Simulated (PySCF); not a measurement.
# ZnH⁺ at PBE0

Computed with PBE0; PySCF, scalar-relativistic core potentials, basis sets Zn cc-pVDZ-PP with ECP10, H cc-pVDZ.

```
state                                                                                                             : ¹Σ⁺ (singlet), closed shell
bond length                                                                                                       : 1.510 Å
harmonic wavenumber                                                                                               : 1951 cm⁻¹
force constant                                                                                                    : 2.23 mdyn/Å
rotational constant Be                                                                                            : 7.456 cm⁻¹
anharmonicity ωexe                                                                                                : 29.2 cm⁻¹
vibration–rotation constant αe                                                                                    : 0.210 cm⁻¹
well depth De to Zn⁺ + H                                                                                          : 2.45 eV
dissociation energy D0                                                                                            : 2.33 eV
HOMO–LUMO gap                                                                                                     : 6.55 eV
bond order (Mayer)                                                                                                : 1.01
dipole moment (positive dipole points towards H; it is taken about the centre of mass and depends on that origin) : -1.52 D
```

For an ion De counts to the pair picked by the measured ionisation energies or electron affinities, which need not be the lowest pair at this level.
